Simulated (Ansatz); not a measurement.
Geometry optimisation, RKS PBE0-D4/6-31G* in Ansatz.

Input file:

```yaml
crystal:
  periodic: [false, false, false]
  atoms:
    - { symbol: "N", position_ang: [1.8207, -1.8004, 1.0993] }
    - { symbol: C, position_ang: [1.4051, -0.7131, 0.1515] }
    - { symbol: O, position_ang: [0.0516, -0.3193, 0.4207] }
    - { symbol: Si, position_ang: [-0.5034, 0.8936, -0.4856] }
    - { symbol: "N", position_ang: [-1.984, 1.3099, 0.32] }
    - { symbol: S, position_ang: [-1.2099, 0.1346, -2.3496] }
    - { symbol: H, position_ang: [1.1263, -2.5093, 0.9717] }
    - { symbol: H, position_ang: [1.6328, -1.3809, 2.0177] }
    - { symbol: H, position_ang: [2.1066, 0.1475, 0.3183] }
    - { symbol: H, position_ang: [1.5045, -1.0995, -0.8448] }
    - { symbol: H, position_ang: [0.3065, 2.0484, -0.5759] }
    - { symbol: H, position_ang: [-2.5596, 0.4998, 0.3942] }
    - { symbol: H, position_ang: [-1.7859, 1.5399, 1.2873] }
    - { symbol: H, position_ang: [-1.85685, -0.93084, -1.84581] }
basis:
  gaussian: { orbitals: "6-31G*" }
hamiltonian:
  xc: pbe0
  dispersion: d4
relax:
  f_tol: 0.015
  max_steps: 40
```

Launched with:

```bash
$ ansatz run input.yaml --threads 2 --pin off --max-ram 3072MiB --backend cpu --events-out ev --progress --plain --runs-dir out
```

Where does it end, and by what steps?

The forces met the threshold. After 27 steps the energy has fallen by 0.682 eV; H12 moved furthest, 1.18 Å.

| step | energy less start (eV) | largest force component (eV/Å) | accepted |
| --- | --- | --- | --- |
| 0 | 0.0000 | 3.376 | yes |
| 1 | -0.3993 | 1.154 | yes |
| 2 | -0.5321 | 0.597 | yes |
| 3 | -0.5781 | 0.504 | yes |
| 4 | -0.6120 | 0.174 | yes |
| 5 | -0.6185 | 0.330 | yes |
| 6 | -0.6207 | 0.248 | yes |
| 7 | -0.6279 | 0.405 | yes |
| 8 | -0.6334 | 0.078 | yes |
| 9 | -0.6343 | 0.121 | yes |
| 10 | -0.6350 | 0.155 | yes |
| 11 | -0.6356 | 0.229 | yes |
| 12 | -0.6393 | 0.147 | yes |
| 13 | -0.5984 | 1.175 | no |
| 14 | -0.6436 | 0.152 | yes |
| 15 | -0.6472 | 0.141 | yes |
| 16 | -0.6459 | 0.621 | no |
| 17 | -0.6531 | 0.151 | yes |
| 18 | -0.6581 | 0.193 | yes |
| 19 | -0.6647 | 0.242 | yes |
| 20 | -0.6379 | 0.265 | no |
| 21 | -0.6727 | 0.208 | yes |
| 22 | -0.6739 | 0.689 | yes |
| 23 | -0.6812 | 0.095 | yes |
| 24 | -0.6813 | 0.059 | yes |
| 25 | -0.6817 | 0.022 | yes |
| 26 | -0.6819 | 0.016 | yes |
| 27 | -0.6819 | 0.007 | yes |

```xyz
14
Properties=species:S:1:pos:R:3
N 1.988 -1.715 1.155
C 1.478 -0.821 0.176
O 0.143 -0.392 0.473
Si -0.641 0.762 -0.409
N -2.096 1.028 0.451
S -1.150 0.200 -2.411
H 1.393 -2.536 1.221
H 1.989 -1.271 2.069
H 2.137 0.054 0.117
H 1.479 -1.324 -0.799
H 0.290 1.908 -0.627
H -2.830 1.592 0.049
H -2.081 1.076 1.461
H -2.045 -0.741 -2.049
```

Whether the end is a true minimum wasn't checked by a vibrational analysis.

The run took 2.3 min on 2 threads of Intel(R) Xeon(R) Platinum 8259CL CPU @ 2.50GHz (Skylake/Cascade Lake), with other jobs on the host, peak memory 0.3 GiB.
